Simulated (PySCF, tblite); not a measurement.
Isomers of C6H9FO2S, one GFN2-xTB conformer each. Single-point energies are computed at PBE0/pcSseg-1 (PySCF, gas phase, no added dispersion term), electronic only.

| SMILES | GFN2-xTB relative energy (kJ/mol) |
| --- | --- |
| C=C(C)[C@@H]1C[C@@H](F)S1(=O)=O | 53.3 |
| C/C=C/C(F)=C\S(C)(=O)=O | 105.9 |
| CS[C@@H]1C[C@@](F)(C(C)=O)O1 | 0.0 |

Conformers: `[CH2:1]=[C:2]([CH3:3])[C@@H:4]1[CH2:5][C@@H:6]([F:7])[S:8]1(=[O:9])=[O:10]` with C1–C2–C4–C5 -20°, C2–C4–C5–C6 -139°, C4–C5–C6–F7 -91°, C5–C6–S8–O9 93°, C2–C4–S8–C6 140°; `[CH3:1]/[CH:2]=[CH:3]/[C:4]([F:5])=[CH:6]\[S:7]([CH3:8])(=[O:9])=[O:10]` with C2–C3–C4–F5 -4°, C4–C6–S7–C8 -84°; `[CH3:1][S:2][C@@H:3]1[CH2:4][C@@:5]([F:6])([C:7]([CH3:8])=[O:9])[O:10]1` with C1–S2–C3–C4 174°, C4–C5–C7–C8 -176°.

**Question.** What does PBE0/pcSseg-1 give for the same structures?

**Answer.** 
| SMILES | PBE0/pcSseg-1 E (Eh) | PBE0/pcSseg-1 (kJ/mol) | GFN2-xTB (kJ/mol) | point group |
| --- | --- | --- | --- | --- |
| CS[C@@H]1C[C@@](F)(C(C)=O)O1 | -881.77259 | 0.0 | 0.0 | C1 |
| C/C=C/C(F)=C\S(C)(=O)=O | -881.69232 | 210.7 | 105.9 | C1 |
| C=C(C)[C@@H]1C[C@@H](F)S1(=O)=O | -881.68836 | 221.1 | 53.3 | C1 |

Both levels put the same isomer lowest; measured from each level's own lowest isomer, the values differ by up to 167.8 kJ/mol (C=C(C)[C@@H]1C[C@@H](F)S1(=O)=O: 53.3 against 221.1). As drawn, the lowest has a C=O bond, which the highest lacks; the highest has an S=O bond and a C=C bond outside aromatic rings, which the lowest lacks. Neighbours about 10 kJ/mol apart or less (C/C=C/C(F)=C\S(C)(=O)=O and C=C(C)[C@@H]1C[C@@H](F)S1(=O)=O) can change places with a better method, another conformer or zero-point energy.

**Question.** Which frontier levels, dipoles and rotational constants go with these structures?

**Answer.** 
```csv
SMILES,"HOMO (eV, PBE0/pcSseg-1)",LUMO (eV),dipole (D),"A, B, C (MHz)"
CS[C@@H]1C[C@@](F)(C(C)=O)O1,-6.82,-1.06,1.24,"2512, 622.1, 613.6"
C/C=C/C(F)=C\S(C)(=O)=O,-7.49,-1.86,4.98,"1911, 661.8, 559.1"
C=C(C)[C@@H]1C[C@@H](F)S1(=O)=O,-7.63,-0.41,4.34,"1825, 986.9, 784.9"
```

**Question.** What happens when harmonic zero-point energies from GFN2-xTB frequencies are added?

**Answer.** 
```tsv
SMILES	ZPE (kJ/mol)	electronic (kJ/mol)	with ZPE (kJ/mol)
CS[C@@H]1C[C@@](F)(C(C)=O)O1	368.6	0.0	0.0
C/C=C/C(F)=C\S(C)(=O)=O	365.2	210.7	207.3
C=C(C)[C@@H]1C[C@@H](F)S1(=O)=O	372.5	221.1	225.0
```

The zero-point energies span 7.3 kJ/mol. The order is unchanged.
